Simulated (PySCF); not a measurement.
Al(F)(Me)(NHMe) (C2H7AlFN), SMILES [Al]([CH3])([NH]C)[F].

The structure is a stationary point at B3LYP-D3(BJ)/def2-SVP. The structure was generated by enumeration; whether it is a known compound was not checked. The values are those of a single conformer.

Two levels are set side by side: PBE/def2-TZVP (PySCF) and B3LYP/def2-TZVP (PySCF). Same geometry, gas phase. Differences are taken from unrounded values.

```csv
quantity,B3LYP,PBE,PBE minus B3LYP
orbital gap (eV),6.33,4.72,-1.61
highest occupied level (eV),-6.62,-5.50,1.12
lowest empty level (eV),-0.29,-0.79,-0.50
dipole moment (D),2.06,2.04,-0.02
mean polarisability (bohr³),56.5,59.1,2.6
```

PBE's occupied levels lie high since its potential decays too fast outside the molecule; exact exchange lowers them and widens the gap. Loosely held outer electrons make PBE densities more polarisable. Differences between two approximate levels are no errors against the true value.

Rough cost on one machine, each run with all the roots and properties that it gave: B3LYP against PBE within a factor of 2.
